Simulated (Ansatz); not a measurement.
Ideal-gas functions of `Cl[BH][ZnH]` at 400 K and 1 bar, from an Ansatz frequency run at PBE0-D4/def2-TZVP.

Molar mass 113.67 g/mol, point group Cs (symmetry number 1), electronic degeneracy 1, moments of inertia 13.357, 265.779, 279.136 u Å². Harmonic wavenumbers (cm⁻¹, unscaled): 133, 402, 412, 521, 668, 833, 1036, 1867, 2603.

Use S(trans) = R[1.5 ln M + 2.5 ln T − 1.1517]; rotational temperatures θ = 24.2544 K / I; S(rot) = R[ln(√π/σ · √(T³/θAθBθC)) + 1.5]; for each mode x = 1.438777 ν̃/T, S = R[x/(eˣ − 1) − ln(1 − e⁻ˣ)] and H = RT x/(eˣ − 1); 1 cm⁻¹ = 0.0119627 kJ/mol; R = 8.31446 J/(mol·K).

Question: By hand: the entropy, in J/(mol·K).

Answer: Translation 174.0. Rotation: θ = 1.8159, 0.0913, 0.0869 K, giving 109.6. Vibration, mode by mode: 14.52, 5.94, 5.77, 4.21, 2.78, 1.74, 0.97, 0.08, 0.01, in all 36.0. Electronic 0.0. Sum 319.6 J/(mol·K).

Question: By hand: H − E and G − E in kJ/mol, counted from the electronic energy.

Answer: Zero-point energy ½ × 8475 × 0.0119627 = 50.7; thermal vibration 8.3; translation, rotation and pV give 4 RT = 13.3. H − E = 72.3 kJ/mol, and G − E = 72.3 − 400 × 319.6/1000 = -55.5 kJ/mol.

Vibration gives 11 % of the entropy, 14.5 J/(mol·K) of it from the mode under 150 cm⁻¹: soft modes count most, and the harmonic formula is weakest for them.
